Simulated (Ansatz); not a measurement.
Species: CHBO2, SMILES `O=BC=O` (O–B–C–O torsion 180°) (charge 0, multiplicity 1).

### Question
Give a relaxed geometry from B3LYP-D3(BJ)/def2-TZVP in Ansatz (a quantum-chemistry and plane-wave program).

### Answer
This is not unique; one that fits is the end point of this relaxation, one of several conformers (outside a Z-matrix the atoms follow the SMILES, hydrogens last).
Cartesian coordinates (Å) in one orientation:
```xyz
5

O      2.009     0.049     0.322
B      0.880     0.020    -0.084
C     -0.603    -0.030    -0.620
O     -1.309     0.948    -0.579
H     -0.977    -0.986    -1.036
```
